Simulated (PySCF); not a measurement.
Simulated C 1s region for `C(C)#[N+][GaH2-][CH2]F`, binding energy against the vacuum level.

Every computed line was given a Gaussian of 0.6 eV full width at half maximum and an area set by the number of equivalent atoms; the highest printed point is 100. Method: PySCF, delta-SCF UKS SCAN, pcX-2 on the ionised atom, pcseg-1 elsewhere, spin-free X2C.

binding energy (eV), intensity and a bar:
```
    290.6          0 
    290.7          1 
    290.8          2 #
    290.9          5 #
    291.0         11 ###
    291.1         20 ######
    291.2         31 #########
    291.3         43 #############
    291.4         49 ###############
    291.5         49 ###############
    291.6         42 #############
    291.7         31 #########
    291.8         19 ######
    291.9         10 ###
    292.0          5 #
    292.1          2 #
    292.2          1 
    292.3          1 
    292.4          3 #
    292.5          7 ##
    292.6         17 #####
    292.7         33 ##########
    292.8         54 ################
    292.9         78 #######################
    293.0         95 #############################
    293.1        100 ##############################
    293.2         90 ###########################
    293.3         70 #####################
    293.4         46 ##############
    293.5         26 ########
    293.6         13 ####
    293.7          5 ##
    293.8          2 #
    293.9          1
```

Question: Count the maxima, the lines and the sites behind this envelope.

Answer: The curve has 2 maxima (at 291.4 and 293.1 eV). Under it lie 3 lines from 3 inequivalent carbon sites. At this width some lines have no maximum of their own.

Question: Decompose the envelope and assign each component. Numbering: `[CH3:1][C:2]#[N+:3][GaH2-:4][CH2:5][F:6]`.

Answer: 
```json
{"position (eV)": "291.45", "relative area": "1", "line": "C 1s", "atoms": "C5", "environment": "sp3 C–F carbon"}
{"position (eV)": "293.07", "relative area": "1", "line": "C 1s", "atoms": "C2", "environment": "triply bonded carbon"}
{"position (eV)": "293.10", "relative area": "1", "line": "C 1s", "atoms": "C1", "environment": "methyl carbon"}
```

Question: What are the centre and the root-mean-square width of the whole band?

Answer: The area-weighted mean of the lines is 292.54 eV. Their own spread about it is 0.77 eV (rms) and each Gaussian has σ = 0.6/2.355 = 0.25 eV; the variances add, which gives 0.81 eV.

Lowest listed C 1s: C5, bonded to F, 2 H and Ga. Highest, 1.65 eV above it: C1, bonded to C and 3 H. Summing the Pauling electronegativity differences to the bonded atoms, each weighted by its formal bond order, gives -0.01 for the lowest site and -1.05 for the highest; the largest sum, +1.47, belongs to C2, 0.03 eV below the top. The smallest sum, -1.05, belongs to C1, 1.65 eV above the lowest. The values 293.07 and 293.10 eV lie too close for their order to be trusted.

Shake-up satellites, vibrational structure and lifetime widths aren't simulated. Spin contamination (⟨S²⟩ against 0.75 for a pure doublet) is marked for C 1s of C2 (0.91), which makes this value less certain. One conformer (not necessarily the lowest) at the PBE0-D3(BJ)/def2-SVP geometry, without solvent, vibrations or thermal averaging.

Shape of the structure used: `[CH3:1][C:2]#[N+:3][GaH2-:4][CH2:5][F:6]`: C2–N3–Ga4–C5 26°, N3–Ga4–C5–F6 -41°.
